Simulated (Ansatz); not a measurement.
Cartesian coordinates in Å:
```
B 1.4028 0.4698 -0.9668
C 0.3706 -0.5253 -0.4036
O -0.9734 -0.5713 -1.0146
C -0.8804 -0.0007 0.2002
F -1.0689 1.3364 0.2402
Se -1.8339 -0.9019 1.6237
H 1.0882 1.2744 -1.7859
H 2.5176 0.4280 -0.5397
H 0.6721 -1.4951 -0.0154
H -1.2946 -0.0143 2.6618
```

Charge 0, multiplicity 1.

Problem. List the r2SCAN/def2-TZVPP orbital energies in eV (the Gaussian-basis code of Ansatz). (Estimate.)

Solution. The calculation gave: Occupied: -12334.75, -1575.40, -1412.65, -1412.62, -1412.55, -667.07, -517.32, -278.13, -274.87, -211.53, -180.89, -155.02, -154.91, -154.66, -55.39, -55.38, -55.18, -55.10, -55.07, -33.01, -29.64, -19.61, -18.36, -16.35, -14.40, -13.64, -13.00, -12.02, -11.29, -10.35, -10.06, -9.34, -8.84, -8.13, -7.64, -6.40. Lowest empty: -2.83, -1.05, 0.17, 1.07, 1.58, 2.19, 2.65, 3.05.
